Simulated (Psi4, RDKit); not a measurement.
Relaxed torsion scan: SMILES BCC[Si](F)(F)F (C2H6BF3Si). Scanned: dihedral B1–C2–C3–Si4; all other coordinates were relaxed at GFN2-xTB. Points at φ and −φ are mirror images. Heavy atoms are numbered in the order of the SMILES BCC[Si](F)(F)F, hydrogens after them in the order of the atoms that carry them; the mirror image has the same energies with the sign of each dihedral reversed.

UFF // GFN2-xTB (RDKit); HF/cc-pVTZ // GFN2-xTB (Psi4); PBE-D3(BJ)/def2-TZVP // GFN2-xTB (Psi4); MP2/cc-pVTZ = Psi4 1.11 with DF-MP2 (frozen core)/cc-pVTZ // GFN2-xTB.

Energies relative to the lowest point of each profile, in kJ/mol:

```csv
φ / °,UFF,HF/cc-pVTZ,PBE-D3(BJ)/def2-TZVP
-160,7.7,1.8,0.7
-140,19.6,6.7,3.7
-120,19.7,10.0,6.9
-100,15.1,6.2,3.8
-80,6.3,2.6,0.9
-40,23.8,7.3,3.3
0,46.1,16.7,10.3
20,43.0,12.5,6.4
40,23.8,7.3,3.3
80,6.3,2.6,0.9
100,15.1,6.2,3.8
180,0.0,0.0,0.0
```

Problem. Predict the corresponding MP2/cc-pVTZ column.

Solution. -160: 1.2; -140: 5.2; -120: 8.8; -100: 4.7; -80: 1.0; -40: 4.4; 0: 13.3; 20: 8.8; 40: 4.4; 80: 1.0; 100: 4.7; 180: 0.0 (kJ/mol).
